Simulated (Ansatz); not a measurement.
Species, as SMILES: [F][Ga] (F-Ga) (closed-shell singlet).
Atoms: Ga1, F2. Bonds: Ga1-F2.

Basis-set convergence of the optimised Ga1-F2 bond length at CCSD(T) with Ansatz (an electronic-structure program). The reference of a correlated method is not its basis-set limit, which lies further on. All functions are spherical. Cores are frozen (with 3d on Ga to Br). No added dispersion term, no relativity. Reference: the value in pcseg-3, 1.7921 Å, itself unsure by roughly 0.0024 Å (its mean distance from def2-QZVPP, cc-pVQZ). Deviations are taken from unrounded values.

```json
[
 {"basis": "cc-pVDZ", "functions": "41", "optimised Ga1-F2 bond length (Å)": "1.7985"},
 {"basis": "aug-cc-pVDZ", "functions": "59", "optimised Ga1-F2 bond length (Å)": "1.8130"},
 {"basis": "pcseg-1", "functions": "41", "optimised Ga1-F2 bond length (Å)": "1.8167"},
 {"basis": "aug-pcseg-1", "functions": "59", "optimised Ga1-F2 bond length (Å)": "1.8255"},
 {"basis": "def2-SVP", "functions": "46", "optimised Ga1-F2 bond length (Å)": "1.7831"},
 {"basis": "def2-SVPD", "functions": "61", "optimised Ga1-F2 bond length (Å)": "1.8161"},
 {"basis": "cc-pVTZ", "functions": "73", "optimised Ga1-F2 bond length (Å)": "1.7899"},
 {"basis": "aug-cc-pVTZ", "functions": "105", "optimised Ga1-F2 bond length (Å)": "1.8002"},
 {"basis": "pcseg-2", "functions": "73", "optimised Ga1-F2 bond length (Å)": "1.7933"},
 {"basis": "aug-pcseg-2", "functions": "105", "optimised Ga1-F2 bond length (Å)": "1.7984"},
 {"basis": "def2-TZVPP", "functions": "79", "optimised Ga1-F2 bond length (Å)": "1.7915"},
 {"basis": "def2-TZVPPD", "functions": "94", "optimised Ga1-F2 bond length (Å)": "1.7978"}
]
```

What the diffuse functions change, pair by pair:
- cc-pVDZ to aug-cc-pVDZ: 18 more functions, deviation 0.0064 to 0.0209 Å
- pcseg-1 to aug-pcseg-1: 18 more functions, deviation 0.0246 to 0.0334 Å
- def2-SVP to def2-SVPD: 15 more functions, deviation -0.0090 to 0.0240 Å
- cc-pVTZ to aug-cc-pVTZ: 32 more functions, deviation -0.0023 to 0.0081 Å
- pcseg-2 to aug-pcseg-2: 32 more functions, deviation 0.0012 to 0.0063 Å
- def2-TZVPP to def2-TZVPPD: 15 more functions, deviation -0.0006 to 0.0056 Å

They bring the value nearer the reference by more than 0.0024 Å in 0 of 6 pairs.
